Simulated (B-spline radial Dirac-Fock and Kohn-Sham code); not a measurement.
The Kβ1 (K-M3) line from Nb to In

Level of theory: Dirac-Fock (average of configuration) total-energy differences with a finite nucleus, the Breit interaction including its frequency dependence, and self-energy and vacuum-polarisation corrections; an atomic code on a B-spline grid. Free neutral atoms. Correlation and solid-state effects are left out.

```
 Z  element  energy (eV)  wavelength (Å)
41       Nb      18619.7         0.66588
42       Mo      19603.3         0.63247
43       Tc      20614.3         0.60145
44       Ru      21653.4         0.57259
45       Rh      22720.3         0.54570
46       Pd      23815.6         0.52060
47       Ag      24938.9         0.49715
48       Cd      26090.9         0.47520
49       In      27271.9         0.45462
```

Question: How well does Moseley's law, √E linear in Z, describe these energies?

Answer: A straight-line fit gives √(E/eV) = 3.5860·(Z − 2.96). The slope squared is 0.9451 Ry, against 0.8889 Ry for a hydrogen-like ion. The residuals, fit less computed, are Nb -10.4, Mo -2.7, Tc +3.2, Ru +6.8, Rh +8.3, Pd +7.0, Ag +3.5, Cd -3.0, In -12.7 eV.
